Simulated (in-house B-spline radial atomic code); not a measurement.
RPA and G0W0 for K⁸⁺, [Ne] 3s1, highest spin, as one setting changes: the highest l of the empty states. Start: PBE0. A dash marks a level of low quasi-particle weight. Computed with a B-spline radial code for spherical atoms: all electrons, scalar-relativistic (spin-free one-electron X2C), finite nucleus, each spin shell either full or empty, empty states to the listed l with an (l + 1/2)⁻⁴ tail; G0W0 by contour deformation at full frequency.

```tsv
highest l of the empty states	RPA summed (Eh)	RPA extrapolated (Eh)	G0W0 level (eV)
3	-0.60447	-0.66879	3s up -177.22
4	-0.64012	-0.67834	3s up -177.21
5	-0.65417	-0.67374	3s up -177.21
6	?	?	?
7	-0.66432	-0.67153	3s up -177.21
8	?	?	?
9	-0.66762	-0.671	3s up -177.21
10	-0.66842	-0.67087	3s up -177.21
11	-0.66896	-0.67077	3s up -177.21
```

**Question.** What belongs in the row for 6?

**Answer.** RPA summed (Eh): -0.6608; RPA extrapolated (Eh): -0.67219; G0W0 level (eV): 3s up -177.21.

**Question.** What belongs in the row for 8?

**Answer.** RPA summed (Eh): -0.66636; RPA extrapolated (Eh): -0.6712; G0W0 level (eV): 3s up -177.21.
